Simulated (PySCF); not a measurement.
## TDDFT excited states: C4H5F3OS

C₄H₅F₃OS.
SMILES: `C(F)(F)(O/C=C\SC)F`

Computed, not measured: TDDFT PBE0/def2-SVPD, vertical, gas phase, core orbitals frozen in the response in PySCF. One conformer (not necessarily the lowest) at the GFN2-xTB geometry, without solvent, vibrations or thermal averaging. Torsions of this conformer, `[CH3:1][S:2]/[CH:3]=[CH:4]\[O:5][C:6]([F:7])([F:8])[F:9]`: C1–S2–C3–C4 180°, C3–C4–O5–C6 172°, C4–O5–C6–F7 -179°.

| state | E (eV) | E (kJ/mol) | λ (nm) | f | main configurations (H = HOMO, L = LUMO) |
| --- | --- | --- | --- | --- | --- |
| S1 | 5.35 | 516 | 231.7 | 0.0007 | H→L+1 (82%), H→L+2 (11%) |
| S2 | 5.63 | 543 | 220.4 | 0.330 | H→L (95%) |
| S3 | 5.70 | 550 | 217.4 | 0.0008 | H→L+2 (86%), H→L+1 (11%) |
| S4 | 6.25 | 603 | 198.5 | 0.0069 | H→L+3 (94%) |
| S5 | 6.72 | 649 | 184.4 | 0.025 | H→L+4 (50%), H→L+5 (33%), H→L+7 (8%) |
| S6 | 6.92 | 667 | 179.2 | 0.0035 | H→L+5 (50%), H→L+4 (37%) |

Triplets (Tamm–Dancoff): T1 3.69 eV, H→L (92%); T2 4.96 eV, H→L+1 (74%), H→L+2 (13%).

The lowest singlet lies at 5.35 eV (232 nm, ultraviolet) and is very weak; its leading configuration is HOMO→LUMO+1 (82%). The strongest level in the table is S2 at 5.63 eV (220 nm, f = 0.330). Löwdin shares by element: HOMO sulfur 46%, carbon 35% or more, oxygen 7%; LUMO carbon 62% or more, sulfur 13%, oxygen 7% (atoms not listed hold the other 17%). Orbital energies (eV): HOMO-3 -11.15, HOMO-2 -9.56, HOMO-1 -9.11, HOMO -6.44, LUMO -0.23, LUMO+1 0.30, LUMO+2 0.52. Weighted by f, the mean energy of these states is 5.72 eV. The listed states span 1.57 eV, and the widest gap between neighbours is 0.54 eV (S3 to S4). Only the lowest 6 singlets were computed, as vertical energies without vibronic structure.
